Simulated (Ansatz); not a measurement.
`C[Si]1(Br)BC1` at its PBE0-D4/def2-TZVP geometry, where that method's forces vanish. Total charge 0; spin multiplicity 1.

```csv
atom,x (Å),y (Å),z (Å)
C1,-1.1923,-1.0313,-0.6944
Si2,0.5053,-0.3573,-0.3372
Br3,1.6058,-0.2655,-2.2707
B4,1.3290,0.2440,1.2492
C5,0.2790,1.2380,0.9094
H6,-1.0892,-2.0423,-1.0954
H7,-1.7108,-0.4237,-1.4383
H8,-1.7875,-1.0808,0.2195
H9,2.4225,0.3935,1.6840
H10,-0.7846,1.0109,0.7830
H11,0.4227,2.3144,0.9910
```

**Question.** For each bond, give half the difference of the two atoms' forces along it (eV/Å; positive pushes the atoms apart) under PBE-D4, r2SCAN-D4, B3LYP-D4, ωB97M-V in def2-TZVPP. (Estimate.)

**Answer.** Computed: 
```csv
bond,length (Å),PBE-D4,r2SCAN-D4,B3LYP-D4,ωB97M-V
C1–Si2,1.861,0.00,-0.02,0.06,0.01
C1–H6,1.092,0.12,-0.02,-0.06,-0.05
C1–H7,1.092,0.09,-0.01,-0.04,-0.05
C1–H8,1.092,0.10,-0.02,-0.05,-0.04
Si2–Br3,2.227,0.14,0.07,0.15,0.03
Si2–B4,1.886,0.07,0.05,0.03,-0.02
Si2–C5,2.037,0.12,0.03,0.13,0.03
B4–C5,1.485,0.07,0.07,0.09,0.06
B4–H9,1.186,0.01,-0.07,-0.11,-0.10
C5–H10,1.095,0.13,-0.04,-0.10,-0.04
C5–H11,1.089,0.09,0.00,-0.10,-0.11
```

B3LYP here is the variant with VWN-RPA as its local correlation; programs differ in this.
